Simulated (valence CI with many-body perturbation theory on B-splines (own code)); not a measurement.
E1 transitions of Eu³¹⁺

Method: relativistic CI+MBPT: four valence electrons over a frozen Dirac-Fock core [Ar] 3d10, radial functions for each j: 11 s, 11 p, 10 d, 8 f, 5 g, 2 h, with the one-electron correlation potential Σ1 (screened to all orders), the two-electron term Σ2, the three-electron term Σ3, Breit, model QED; selected single and double excitations, second order for the rest, scaled by the run's own slope (own B-spline code, finite nucleus).

No measured spectrum was set against this ion. As an estimate, large intervals hold to a few tenths of a per cent, small ones and those within an open d or f shell to about a per cent. Among the levels kept, up to 380 cm⁻¹ of a level comes from second order outside the variational space, and about a tenth of that is noise between levels of different J, which matters for small intervals.

Lines 51 to 100 of 573 in falling wavelength, among levels below 410.32 eV, chosen from the strongest by gf and those to the six lowest levels. Wavelengths and rates use the calculated energies. Electric multipoles are in the length gauge, E1 and E2 with the static RPA response of the core. Weak lines are less certain than strong ones. Lines between different terms over intervals too small for the method are left out, as are lines whose strength nearly cancels. Where a level lies close to another of its J and parity, the split of strength between their lines is uncertain. The highest levels of a list are the least certain.

Levels are named by their leading jj configuration (3d3/2^4 stands for four electrons in 3d with j = 3/2), which in mixed levels can hold well under half, so a name can repeat and another be missing. Letters in brackets count levels of one name in rising energy.

```tsv
λ vac (Å)	Upper	Lower	A (s⁻¹)	S (a.u.) with core polarisation	S without
139.5	(4p1/2^2 4p3/2 4d5/2) J=4	(4s 4p1/2 4p3/2 4d5/2) J=4 [a]	1.55e+10	1.87e-01	2.01e-01
138.0	(4s^2 4p1/2 4d3/2) J=1	(4s^2 4p3/2^2) J=2	2.79e+09	1.08e-02	1.16e-02
137.9	(4s^2 4p1/2 4d5/2) J=3	(4s^2 4p3/2^2) J=2	1.44e+09	1.31e-02	1.41e-02
136.6	(4p1/2^2 4p3/2 4d3/2) J=1	(4s 4p1/2 4p3/2 4d3/2) J=2 [a]	2.75e+10	1.04e-01	1.11e-01
134.8	(4s^2 4p1/2 4d5/2) J=2	(4s^2 4p3/2^2) J=2	1.64e+09	9.92e-03	1.06e-02
126.2	(4p1/2 4p3/2^2 4d3/2) J=4	(4s 4p1/2 4p3/2 4d5/2) J=4 [b]	1.41e+10	1.26e-01	1.35e-01
124.7	(4s 4p1/2 4p3/2^2) J=2 [a]	(4s^2 4p1/2 4p3/2) J=2	2.89e+08	1.38e-03	1.49e-03
121.4	(4p1/2 4p3/2^2 4d5/2) J=5	(4s 4p1/2 4p3/2 4d5/2) J=4 [c]	1.07e+10	1.04e-01	1.11e-01
120.6	(4s 4p1/2 4p3/2^2) J=2 [a]	(4s^2 4p1/2 4p3/2) J=1	1.25e+10	5.41e-02	5.82e-02
120.3	(4p1/2 4p3/2^2 4d5/2) J=4 [a]	(4s 4p1/2 4p3/2 4d5/2) J=3 [d]	1.08e+10	8.38e-02	9.00e-02
119.4	(4s 4p3/2^2 4d5/2) J=5	(4s^2 4p3/2 4d5/2) J=4	2.30e+10	2.13e-01	2.29e-01
119.2	(4s 4p3/2^2 4d5/2) J=4 [b]	(4s^2 4p3/2 4d5/2) J=3	1.26e+10	9.46e-02	1.02e-01
118.8	(4s 4p1/2 4p3/2 4d5/2) J=2 [a]	(4s 4p1/2 4p3/2^2) J=2 [b]	2.30e+10	9.52e-02	1.02e-01
117.0	(4s 4p1/2 4p3/2^2) J=3	(4s^2 4p1/2 4p3/2) J=2	8.07e+09	4.47e-02	4.80e-02
117.0	(4s 4p1/2 4d3/2 4d5/2) J=3 [b]	(4s 4p1/2 4p3/2 4d5/2) J=3 [c]	1.43e+10	7.89e-02	8.46e-02
116.3	(4s 4p3/2^2 4d3/2) J=4	(4s^2 4p3/2 4d3/2) J=3	1.03e+10	7.20e-02	7.77e-02
116.3	(4p1/2 4p3/2^2 4d5/2) J=2 [b]	(4s 4p1/2 4p3/2 4d5/2) J=1 [b]	1.65e+10	6.41e-02	6.90e-02
115.9	(4s 4p1/2 4d5/2^2) J=3 [b]	(4s^2 4p1/2 4f5/2) J=3	1.33e+10	7.16e-02	7.68e-02
115.5	(4p1/2 4p3/2^2 4d3/2) J=4	(4s 4p1/2 4p3/2 4d3/2) J=3 [b]	1.55e+10	1.06e-01	1.15e-01
115.2	(4s 4p3/2^2 4d5/2) J=2 [d]	(4s^2 4p3/2 4d5/2) J=1	3.55e+10	1.34e-01	1.44e-01
115.1	(4p1/2 4p3/2^2 4d5/2) J=4 [b]	(4s 4p1/2 4p3/2 4d5/2) J=4 [b]	1.09e+10	7.36e-02	7.89e-02
114.9	(4s 4p1/2 4p3/2 4d3/2) J=3 [b]	(4s 4p1/2 4p3/2^2) J=2 [b]	1.94e+10	1.02e-01	1.09e-01
114.8	(4p1/2 4p3/2^2 4d5/2) J=3 [b]	(4s 4p1/2 4p3/2 4d5/2) J=2 [d]	1.49e+10	7.76e-02	8.33e-02
114.2	(4s 4p3/2^2 4d5/2) J=3 [b]	(4s^2 4p3/2 4d5/2) J=2	2.36e+10	1.22e-01	1.31e-01
114.0	(4s 4p1/2 4p3/2 4d5/2) J=3 [c]	(4s^2 4p1/2 4d5/2) J=2	2.21e+10	1.13e-01	1.22e-01
113.7	(4p1/2 4p3/2^2 4d5/2) J=3 [a]	(4s 4p1/2 4p3/2 4d5/2) J=2 [b]	1.72e+10	8.72e-02	9.37e-02
113.5	(4s 4p3/2^3) J=2	(4s^2 4p3/2^2) J=2	3.32e+10	1.20e-01	1.29e-01
113.0	(4s 4p1/2 4p3/2 4d5/2) J=3 [d]	(4s^2 4p1/2 4d5/2) J=2	4.91e+10	2.44e-01	2.63e-01
112.9	(4s^2 4p1/2 4d3/2) J=2	(4s^2 4p1/2 4p3/2) J=2	6.49e+09	2.30e-02	2.49e-02
112.8	(4s 4p1/2 4p3/2 4f7/2) J=3	(4s^2 4p1/2 4f5/2) J=3	1.34e+10	6.66e-02	7.15e-02
112.7	(4p1/2 4p3/2^2 4d5/2) J=3 [b]	(4s 4p1/2 4p3/2 4d5/2) J=3 [e]	3.01e+10	1.49e-01	1.60e-01
112.7	(4p1/2^2 4p3/2 4d5/2) J=3	(4s 4p1/2^2 4d5/2) J=2	2.56e+10	1.27e-01	1.36e-01
111.9	(4s 4p3/2^2 4d5/2) J=3 [d]	(4s^2 4p3/2 4d5/2) J=3	2.47e+10	1.19e-01	1.28e-01
111.1	(4s^2 4p3/2 4d3/2) J=1	(4s^2 4p3/2^2) J=0	1.07e+10	2.17e-02	2.34e-02
110.9	(4s 4p1/2 4p3/2 4d5/2) J=4 [c]	(4s^2 4p1/2 4d5/2) J=3	5.52e+10	3.34e-01	3.59e-01
110.9	(4s 4p1/2 4d3/2 4d5/2) J=5	(4s 4p1/2 4p3/2 4d5/2) J=4 [c]	9.54e+09	7.06e-02	7.61e-02
110.8	(4s 4p3/2^2 4d5/2) J=2 [b]	(4s^2 4p3/2 4d5/2) J=2	2.15e+10	7.23e-02	7.77e-02
110.7	(4p1/2^2 4p3/2 4d3/2) J=2	(4p1/2^2 4p3/2^2) J=2	1.88e+10	6.30e-02	6.74e-02
110.2	(4s 4p1/2 4p3/2 4d3/2) J=2 [c]	(4s^2 4p1/2 4d3/2) J=1	5.82e+10	1.92e-01	2.07e-01
109.6	(4s^2 4p1/2 4d3/2) J=2	(4s^2 4p1/2 4p3/2) J=1	2.02e+08	6.55e-04	7.05e-04
109.5	(4p1/2 4p3/2^3) J=2	(4s^2 4p1/2 4d3/2) J=2	5.83e+10	1.89e-01	2.03e-01
108.9	(4s 4p3/2^2 4d5/2) J=3 [a]	(4s^2 4p3/2 4d3/2) J=3	2.00e+10	8.91e-02	9.58e-02
108.0	(4p1/2 4p3/2^2 4d5/2) J=2 [b]	(4s 4p1/2 4p3/2 4d5/2) J=3 [d]	2.48e+10	7.70e-02	8.25e-02
107.9	(4s^2 4d3/2 4d5/2) J=3	(4s^2 4p3/2 4d5/2) J=3	2.27e+10	9.87e-02	1.06e-01
107.7	(4s 4p1/2 4d5/2^2) J=4 [a]	(4s 4p1/2 4p3/2 4d5/2) J=3 [c]	1.37e+10	7.63e-02	8.20e-02
107.7	(4p1/2 4p3/2^2 4d3/2) J=2 [b]	(4s 4p1/2 4p3/2 4d3/2) J=3 [b]	5.80e+10	1.79e-01	1.91e-01
107.3	(4p1/2 4p3/2^2 4d5/2) J=2 [c]	(4s 4p1/2 4p3/2 4d5/2) J=3 [d]	2.04e+10	6.24e-02	6.67e-02
107.3	(4s 4p1/2 4d3/2 4d5/2) J=3 [d]	(4s 4p1/2 4p3/2 4d5/2) J=4 [c]	1.62e+10	6.91e-02	7.39e-02
107.3	(4s 4p3/2^2 4d3/2) J=0 [a]	(4s^2 4p3/2 4d3/2) J=1	1.24e+11	7.57e-02	8.12e-02
107.0	(4s 4p1/2 4p3/2^2) J=1 [a]	(4s^2 4p1/2 4p3/2) J=2	4.34e+07	7.87e-05	8.65e-05
```
